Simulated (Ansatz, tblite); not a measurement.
Cost and result up the ladder for B₄H₂⁻ (the lowest doublet isomer of a short search) (6 atoms). Charge -1, multiplicity 2. Geometry: PBE0-D4/def2-TZVPD.

Cartesian coordinates in Å:
```
B 1.107 0.735 0.259
B -0.471 0.712 -0.010
B -1.107 -0.735 -0.259
B 0.470 -0.712 0.010
H 2.085 1.384 0.488
H -2.085 -1.384 -0.488
```

Ansatz on 4 threads of Arm Neoverse V2 on a shared host; xTB runs through tblite on one thread. Times are rough, summed over both states, and most runs start from the orbitals of an earlier one. No level here is sound enough to serve as a yardstick. The other state is a singlet.

The xTB rows come from tblite. The structure comes from a short search, and lower isomers may exist.

Run but left out: HF/def2-TZVPPD (neutral singlet: restricted singlet, unstable towards broken spin symmetry).

Raw xTB energies of ions are shifted by several eV, and xTB has no spin-polarisation term.

```tsv
level	functions	vertical IE (eV)	remarks
GFN2-xTB	18	2.81	–
PBE0-D4/def2-TZVPD (with forces)	166	2.40	restricted SCF unstable in HF (singlet)
PBE-D4/def2-TZVPD	166	2.34	HOMO above zero (-1 doublet), restricted SCF unstable in HF (singlet)
GFN1-xTB	20	5.34	–
r2SCAN-D4/def2-TZVPD	166	2.47	HOMO above zero (-1 doublet), restricted SCF unstable in HF (singlet)
```

Task: Estimate how long each takes.

Result: GFN1-xTB 0.004 s; GFN2-xTB 0.004 s; PBE-D4/def2-TZVPD 2.5 s; PBE0-D4/def2-TZVPD (with forces) 3.2 s; r2SCAN-D4/def2-TZVPD 4.8 s. On shared hardware such times vary by a factor of up to 3.
